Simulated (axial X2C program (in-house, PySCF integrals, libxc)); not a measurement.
## Ω levels of TbN⁺ from open-shell CI on f7 s0

Calculated with an in-house all-electron X2C program for linear molecules (integrals from PySCF): two-component X2C with atomic mean-field Coulomb and Gaunt terms, basis Tb dyall-v3z, N dyall-v3z (cores contracted in-house). Orbitals come from Hartree–Fock averaged over the configuration Tb f7 s0; CI then distributes these electrons over the f, s shells of Tb.

R = 1.612 Å (near the minimum of the configuration average).

Active spinors (ω > 0):

| shell | ω | ε (eV) | character |
| --- | --- | --- | --- |
| f | 5/2 | -15.77 | 100% Tb f |
| f | 3/2 | -15.47 | 99% Tb f |
| f | 7/2 | -15.02 | 100% Tb f |
| f | 5/2 | -14.81 | 100% Tb f |
| f | 1/2 | -14.68 | 88% Tb f, 7% Tb d, 4% N p |
| f | 3/2 | -14.23 | 94% Tb f, 3% Tb d |
| f | 1/2 | -13.73 | 78% Tb f, 14% Tb d, 6% N p |
| s | 1/2 | -5.42 | 76% Tb s, 17% Tb p, 3% Tb d |

Lowest levels of this model:

```
  Ω  energy (cm⁻¹)     g∥  configuration
1/2              0   1.99        100% f7
3/2             18   5.98        100% f7
5/2             54   9.97        100% f7
7/2            105  13.95        100% f7
```

g∥ is the magnitude of 2⟨Lz + ge Sz⟩ for the +Ω component.

(1) From Ω and g∥ of the lowest level, whose 2⟨Lz + ge Sz⟩ is positive, find ⟨Sz⟩ and ⟨Lz⟩ (ge = 2.0023).

Occupations of the active spinors in the lowest level by ω, shell by shell in order of energy: -7/2: 0.36; -5/2: 0.63 0.39; -3/2: 0.62 0.41; -1/2: 0.59 0.43 0.00; 1/2: 0.49 0.53 0.00; 3/2: 0.50 0.52; 5/2: 0.52 0.50; 7/2: 0.50. The leading determinant has weight 0.04 among 1101.

This point took 4.3 s on 1 thread of Arm Neoverse N1 (shared host).

Dynamic correlation is missing, so gaps between terms are too wide and other configurations may lie lower; the lowest level listed is that of this model, not necessarily the ground state. At most 4 roots were kept for each Ω > 0 (twice that for Ω = 0) within 2.2 eV of the lowest, so higher up levels can be missing between those listed; levels with Ω > 0 are doubly degenerate and listed once, Ω = 0 levels singly. Some active spinors are only partly of the character that their shell is named for, so the shell names and counts are nominal. States that fill the shells left empty in the average are placed too high. Along the bond the averaged SCF switches between close solutions, so this one may not be the lowest.

Results:

(1) Ω = ⟨Lz⟩ + ⟨Sz⟩ = 1/2 and ⟨Lz⟩ + ge⟨Sz⟩ = 0.995, so ⟨Sz⟩ = 0.49 and ⟨Lz⟩ = 0.01.
